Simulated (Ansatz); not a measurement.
One change: `C[O][Zn][CH3]` becomes `C[O][Zn][F]`.

Ansatz, PBE0-D4/def2-TZVP geometries, multiplicity 1. Each molecule was computed in one conformer, which needn't be the lowest.

Scalar relativity is left out up to krypton.

```csv
property,`C[O][Zn][CH3]`
LUMO energy (B3LYP/def2-TZVPP) / eV,-0.55
HOMO energy (PBE0/def2-TZVPP) / eV,-7.10
HOMO energy (ωB97M-V/def2-TZVPP) / eV,-9.53
HOMO energy (PBE/def2-TZVPP) / eV,-5.61
LUMO energy (ωB97M-V/def2-TZVPP) / eV,1.07
size of the dipole moment (B3LYP/def2-TZVPP) / D,1.58
```

**Question.** What does the change do to each property? (An estimate is asked.)

**Answer.** Computed: 
```csv
property,`C[O][Zn][F]`,shift
LUMO energy (B3LYP/def2-TZVPP) / eV,-1.77,-1.22
HOMO energy (PBE0/def2-TZVPP) / eV,-7.82,-0.72
HOMO energy (ωB97M-V/def2-TZVPP) / eV,-10.24,-0.71
HOMO energy (PBE/def2-TZVPP) / eV,-6.30,-0.69
LUMO energy (ωB97M-V/def2-TZVPP) / eV,0.30,-0.77
size of the dipole moment (B3LYP/def2-TZVPP) / D,1.96,0.38
```

With PBE0 the HOMO falls by 0.72 eV and the LUMO falls by 1.15 eV, so the gap narrows by about 0.43 eV. PBE moves the HOMO by -0.69 eV and ωB97M-V by -0.71 eV. Dipoles are sizes alone; their direction can turn.

B3LYP here is the variant with VWN-RPA as its local correlation; programs differ in this.
